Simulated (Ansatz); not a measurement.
Geometry optimisation, RKS B3LYP/def2-SVP (Ansatz 0.2.0).

The input (input.yaml):

```yaml
crystal:
  periodic: [false, false, false]
  atoms:
    - { symbol: Sn, position_ang: [0.0, 0.0, 0.0] }
    - { symbol: O, position_ang: [0.0, 0.0, 2.31] }
    - { symbol: H, position_ang: [-0.9095, -0.2814, 2.6471] }
    - { symbol: H, position_ang: [1.6408, 0.0, -0.5794] }
    - { symbol: H, position_ang: [-0.8195, 1.4198, -0.5794] }
    - { symbol: H, position_ang: [-0.8195, -1.4198, -0.5794] }
    - { symbol: Si, position_ang: [1.4614, -2.2192, 0.8829] }
    - { symbol: H, position_ang: [0.6427, -3.4219, 0.7607] }
    - { symbol: H, position_ang: [2.6646, -2.3656, 0.069] }
    - { symbol: H, position_ang: [1.84, -2.0289, 2.2801] }
    - { symbol: H, position_ang: [0.7294, -1.1076, 2.1073] }
basis:
  gaussian: { orbitals: def2-SVP }
hamiltonian:
  xc: b3lyp
relax:
  f_tol: 0.15
  max_steps: 25
  restrain:
    - { distance: [0, 6], at: 2.5, k: 30.0 }
    - { distance: [10, 1], at: 1.01, k: 30.0 }
    - { distance: [0, 1], at: 3.16, k: 30.0 }
    - { distance: [10, 6], at: 2.66, k: 30.0 }
output:
  orbitals: {}
```

Run as:

```bash
$ ansatz run input.yaml --threads 2 --pin off --max-ram 3072MiB --backend cpu --events-out ev --progress --plain --runs-dir out
```

Question: Where does it end, and by what steps?

Answer: The forces met the threshold. The restraints hold the end off the free minimum. After 21 steps the energy has fallen by 3.703 eV (the restraints' own energy left out); H4 moved furthest, 1.57 Å. Parted: Sn1–O2 (2.31 → 3.16 Å). Joined: O2–H11 (1.34 → 0.98 Å).

| step | energy less start (eV) | largest force component (eV/Å) | accepted |
| --- | --- | --- | --- |
| 0 | 0.0000 | 2.111 | yes |
| 1 | -0.4883 | 3.054 | yes |
| 2 | -0.8843 | 3.829 | yes |
| 3 | -1.3942 | 3.607 | yes |
| 4 | -2.3039 | 1.935 | yes |
| 5 | -2.8300 | 0.886 | yes |
| 6 | -3.1397 | 1.065 | yes |
| 7 | -3.3429 | 0.898 | yes |
| 8 | -3.3963 | 1.646 | yes |
| 9 | -3.4083 | 2.154 | yes |
| 10 | -3.5244 | 0.842 | yes |
| 11 | -3.5604 | 0.747 | yes |
| 12 | -3.5657 | 1.235 | yes |
| 13 | -3.5508 | 1.779 | no |
| 14 | -3.5957 | 0.793 | yes |
| 15 | -3.6144 | 0.789 | yes |
| 16 | -3.6304 | 0.963 | yes |
| 17 | -3.6284 | 1.277 | yes |
| 18 | -3.6834 | 0.867 | yes |
| 19 | -3.6855 | 1.082 | yes |
| 20 | -3.6745 | 0.850 | no |
| 21 | -3.7033 | 0.768 | yes |

```xyz
11
Properties=species:S:1:pos:R:3
Sn 0.443 -0.288 -0.550
O -0.660 -0.520 2.402
H -1.109 -1.330 2.680
H 1.233 -0.201 -2.086
H 0.526 1.278 0.152
H -1.202 -0.686 -0.847
Si 1.555 -1.992 0.937
H 0.604 -3.060 1.371
H 2.718 -2.673 0.285
H 2.086 -1.339 2.179
H 0.237 -0.612 2.797
```

The run took 27 s on 2 threads of AMD EPYC 9R45 96-Core Processor (Zen 5) (shared host), peak memory 0.24 GiB.
